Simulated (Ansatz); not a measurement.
input.yaml

```yaml
crystal:
  periodic: [false, false, false]
  atoms:
    - { symbol: Ge, position_ang: [-0.7219, 0.5289, 0.6148] }
    - { symbol: H, position_ang: [-0.9123, 0.5578, -1.3684] }
    - { symbol: C, position_ang: [0.7824, -0.4775, -0.5351] }
    - { symbol: H, position_ang: [-0.1069, -0.0003, -1.4965] }
    - { symbol: Cl, position_ang: [0.0936, 1.9083, 2.092] }
    - { symbol: Cl, position_ang: [-1.8033, -0.9298, 1.8092] }
    - { symbol: H, position_ang: [1.7692, -0.0289, -0.6242] }
    - { symbol: H, position_ang: [0.8991, -1.5586, -0.4916] }
basis:
  gaussian: { orbitals: def2-SVP }
hamiltonian:
  xc: r2scan
  dispersion: d4
relax:
  f_tol: 0.15
  max_steps: 25
  restrain:
    - { distance: [3, 1], at: 0.62, k: 30.0 }
    - { distance: [0, 1], at: 2.81, k: 30.0 }
    - { distance: [3, 2], at: 2.37, k: 30.0 }
output:
  orbitals: {}
```

Launched with:

```bash
$ ansatz run input.yaml --threads 2 --pin off --max-ram 3072MiB --backend cpu --events-out ev --progress --plain --runs-dir out
```

Hardware: 2 threads of Arm Neoverse V1 (shared host).

Q: Roughly how long does this run take, and how much memory?

A: 84 s, with a peak of 0.17 GiB, for 20 ionic steps.
